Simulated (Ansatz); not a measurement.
Relaxation of [AlCl6]3- (AlCl6³⁻) with RKS PBE-D4/def2-SVPD.

```sh
$ ansatz run in.yaml --threads 4 --pin off --events-out ev --progress --plain --max-ram 4787MiB
```

```yaml
crystal:
  periodic: [false, false, false]
  atoms:
    - {symbol: Al, position_ang: [-0.000050, 0.000450, -0.001390]}
    - {symbol: Cl, position_ang: [-0.018780, -0.007890, 2.322440]}
    - {symbol: Cl, position_ang: [0.019000, 0.007020, -2.325180]}
    - {symbol: Cl, position_ang: [2.323780, 0.001470, 0.020420]}
    - {symbol: Cl, position_ang: [-2.323170, -0.002360, -0.018300]}
    - {symbol: Cl, position_ang: [-0.008670, 2.324520, 0.014290]}
    - {symbol: Cl, position_ang: [0.007890, -2.323210, -0.012290]}
basis:
  gaussian: {orbitals: def2-SVPD}
total_charge: -3
hamiltonian: {xc: pbe, dispersion: d4}
scf: {lower_state_search: "off"}
output: {orbitals: {seedname: orbitals}}
relax: {f_tol: 0.02, max_steps: 100}
```

Run time 14 s (4 threads of Intel Xeon on a shared host).

Positions (Å) and forces (eV/Å) at steps 1, 2, 4 of 4:

```xyz
7
step=1 energy=-81680.2758 eV
Al    0.000    0.000   -0.001    0.003   -0.001    0.007
Cl   -0.019   -0.008    2.322   -0.008   -0.012    0.982
Cl    0.019    0.007   -2.325    0.009    0.016   -0.970
Cl    2.324    0.001    0.020    0.975    0.014    0.003
Cl   -2.323   -0.002   -0.018   -0.980   -0.010   -0.012
Cl   -0.009    2.325    0.014    0.009    0.973   -0.010
Cl    0.008   -2.323   -0.012   -0.007   -0.980    0.000
7
step=2 energy=-81680.5562 eV
Al    0.000   -0.001    0.001    0.003    0.004   -0.006
Cl   -0.020   -0.015    2.404   -0.002    0.010    0.248
Cl    0.020    0.016   -2.401    0.001   -0.014   -0.260
Cl    2.402    0.011    0.018    0.254   -0.015    0.008
Cl   -2.402   -0.010   -0.020   -0.255    0.011    0.001
Cl    0.000    2.402    0.005   -0.015    0.255    0.019
Cl    0.000   -2.403   -0.007    0.014   -0.252   -0.010
7
step=4 energy=-81680.5825 eV
Al    0.000    0.000    0.000    0.000    0.000    0.000
Cl   -0.020   -0.011    2.437    0.000    0.000    0.000
Cl    0.020    0.011   -2.437    0.000    0.000   -0.001
Cl    2.437    0.005    0.020    0.000    0.000    0.000
Cl   -2.437   -0.005   -0.020    0.000    0.000    0.000
Cl   -0.005    2.437    0.011    0.000    0.000    0.000
Cl    0.005   -2.437   -0.011    0.000    0.000    0.000
```

A multiply charged anion in the gas phase is held together partly by the finite basis. The highest occupied level of the charge -3 singlet lies above zero (up to 5.12 eV). The electron is either unbound and held by the finite basis, or the level is raised by self-interaction error.
